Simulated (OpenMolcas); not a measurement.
Ir5+ (d4) among equal point charges was computed by CASSCF with the d shell active (OpenMolcas, ANO-RCC-VDZP on the metal). Its lowest spin-free states, and all those of the highest spin:

```tsv
2S+1	Degeneracy	E (cm-1)
5	3	0.0
5	2	3268
3	3	17628
3	3	19014
3	3	20327
3	2	21607
3	3	22630
3	3	22837
1	1	24399
3	3	24615
3	3	24965
3	1	24996
```

Is the site octahedral, tetrahedral or cube-like, axial, or of lower symmetry?

The states with 2S+1 = 5 have orbital degeneracies 3, 2. Threefold states need a cubic site. For d4 at this spin an octahedron puts the twofold E below the threefold T2 and a tetrahedron or cube puts the threefold T2 below the twofold E, so the site is a tetrahedron or a cube, which this pattern cannot tell apart. The first gap at this spin, 3270 cm-1, is |10Dq| in ligand-field theory. The run had Ir5+ among 4 point charges of -2.5 e arranged as a tetrahedron (Td), 2.05 Å from the ion.

Spin-orbit coupling mixes the spin-free states strongly: the lowest level takes only 45 % from its leading state, 5T2. Without dynamic correlation the repulsion within the d shell is too large (B by tens of per cent), so at a given field states of lower spin stand too high. Point charges give a weaker field than real ligands, and real ions of this kind are as a rule low spin; the high spin found here belongs to the model. The ground term spreads over less than 5000 cm-1, several times less than with real ligands, so orbital moments are less quenched and χT lies further from the spin-only value than at real sites. Point charges carry no covalency, so the field is a model and not that of real ligands. No measured value stands beside these numbers.
